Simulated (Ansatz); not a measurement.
Input for Ansatz (a program for electronic structure): U-wB97X-V/cc-pVTZ on BBrH2 (SMILES BBr), a point of a bond scan (R = 1.302 Å).

Ansatz 0.2 input:
```yaml
crystal:
  periodic: [false, false, false]
  atoms:
    - {symbol: B, position_ang: [-0.84896739, -1.29115255, 0.21121296]}
    - {symbol: H, position_ang: [-0.43399479, -2.15200465, 1.09522511]}
    - {symbol: H, position_ang: [-1.82647135, -1.42145963, -0.44309788]}
    - {symbol: Br, position_ang: [0.18694365, 0.28431336, -0.04650935]}
basis:
  gaussian:
    orbitals: cc-pVTZ
hamiltonian:
  xc: {name: wB97X-V}
magnetization: {spin_polarized: true, initial_magnetization: 0}
```

Task: Predict the final total energy.

Result: -2600.0217 hartree.

Task: How many basis functions does it have, and what does it roughly cost on one machine?

Result: 101 functions; about 8 core-seconds (a rough figure).
